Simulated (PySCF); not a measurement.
## Ge⁺: excitation energy

Ge⁺ [Ar] 3d10 4s2 4p1 (2P) → Ge⁺ [Ar] 3d10 4s2 4d1 (2D), as a difference of total energies. Computed with PySCF 2.14 in aug-cc-pVTZ-DK, with the spin-free X2C one-electron Hamiltonian (Gaussian nucleus). Correlated levels: valence: [Ar] 3d10 frozen. The calculations carry no spin-orbit coupling.

```tsv
method	excitation energy (cm⁻¹)
UHF	72815
LDA	70145
PBE	68475
PBE0	70321
r2SCAN	71950
wB97X-V	73060
M06-2X	70330
MN15	72562
r2SCAN0	72816
MP2 (valence)	71849
SCS-MP2 (valence)	71912
```

Errors of the correlated levels include the incompleteness of this basis and the frozen core.

For comparison: 79764 cm⁻¹ (measured; NIST levels, between the centres of gravity of the two terms).
